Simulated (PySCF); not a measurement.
C3H9NSi, SMILES C=CN(C)[SiH3]. Geometry: PBE-D3(BJ)/def2-SVP. The values are those of a single conformer.

Computed with PBE-D3(BJ)/def2-SVP (PySCF).

Harmonic wavenumbers (cm⁻¹): 81, 135, 167, 205, 219, 333, 501, 635, 652, 677, 689, 761, 881, 910, 928, 938, 953, 1071, 1096, 1189, 1265, 1297, 1377, 1399, 1412, 1441, 1654, 2140, 2170, 2186, 2927, 2996, 3063, 3066, 3088, 3192. Rotational constants (GHz): 4.594, 3.577, 2.096; symmetry number 1.

Question: Work out the zero-point energy and the ideal-gas rigid-rotor harmonic-oscillator thermochemistry at 298.15 K and 1 atm.

Answer: ZPE = ½ Σ hcν = ½ × 47695 cm⁻¹ = 68.18 kcal/mol. H − E(el) = 73.52 kcal/mol. Entropy in cal/(mol K): translation 39.31, rotation 26.64, vibration 17.79, total 83.73. G − E(el) = 48.55 kcal/mol. Cp = 28.49 cal/(mol K). Modes under 150 cm⁻¹ make the vibrational entropy uncertain.
